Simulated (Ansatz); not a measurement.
C$_{2}$H$_{9}$B$_{2}$N. Total charge 0; spin multiplicity 1. The bonds changed during the relaxation, so this is another structure than the one it started from. The geometry is a stationary point of PBE0-D4/def2-TZVP. It is one conformer, not always the lowest.

```xyz
14

B    -0.478   -0.282   -1.321
B     0.490    0.333   -0.075
C     1.800    1.103    0.255
C    -0.591   -0.221    0.969
N    -1.335   -1.020   -0.066
H    -1.207    0.590   -1.758
H    -0.170   -1.090   -2.166
H     2.559    0.333    0.459
H     2.187    1.698   -0.575
H     1.753    1.724    1.156
H    -0.315   -0.819    1.843
H    -1.238    0.590    1.319
H    -2.345   -0.934   -0.038
H    -1.109   -2.005   -0.002
```

**Question.** What is the dipole moment at B3LYP/def2-TZVPP? (An estimate is asked.)

**Answer.** Ansatz gave: 4.11 D, with components (-1.73, -1.66, 3.34) D in this frame, pointing from negative to positive charge.

**Question.** And with PBE, r2SCAN, ωB97M-V? (An estimate is asked.)

**Answer.** The calculation gave: PBE 4.08 D, r2SCAN 4.13 D, ωB97M-V 4.18 D.

**Question.** Give the Mulliken charges with B3LYP, ωB97M-V, r2SCAN in def2-TZVPP. (Estimate.)

**Answer.** The calculation gave: 
```json
{"atom": "B1", "B3LYP": "-0.21", "ωB97M-V": "-0.37", "r2SCAN": "-0.19"}
{"atom": "B2", "B3LYP": "0.01", "ωB97M-V": "0.00", "r2SCAN": "0.02"}
{"atom": "C3", "B3LYP": "-0.30", "ωB97M-V": "-0.34", "r2SCAN": "-0.23"}
{"atom": "C4", "B3LYP": "-0.19", "ωB97M-V": "-0.22", "r2SCAN": "-0.17"}
{"atom": "N5", "B3LYP": "-0.05", "ωB97M-V": "-0.01", "r2SCAN": "0.03"}
{"atom": "H6", "B3LYP": "0.00", "ωB97M-V": "0.06", "r2SCAN": "-0.03"}
{"atom": "H7", "B3LYP": "0.00", "ωB97M-V": "0.06", "r2SCAN": "-0.02"}
{"atom": "H8", "B3LYP": "0.08", "ωB97M-V": "0.10", "r2SCAN": "0.05"}
{"atom": "H9", "B3LYP": "0.11", "ωB97M-V": "0.12", "r2SCAN": "0.07"}
{"atom": "H10", "B3LYP": "0.08", "ωB97M-V": "0.09", "r2SCAN": "0.04"}
{"atom": "H11", "B3LYP": "0.09", "ωB97M-V": "0.11", "r2SCAN": "0.07"}
{"atom": "H12", "B3LYP": "0.11", "ωB97M-V": "0.13", "r2SCAN": "0.08"}
{"atom": "H13", "B3LYP": "0.14", "ωB97M-V": "0.12", "r2SCAN": "0.14"}
{"atom": "H14", "B3LYP": "0.15", "ωB97M-V": "0.13", "r2SCAN": "0.14"}
```

B3LYP here is the variant with VWN-RPA as its local correlation; programs differ in this.
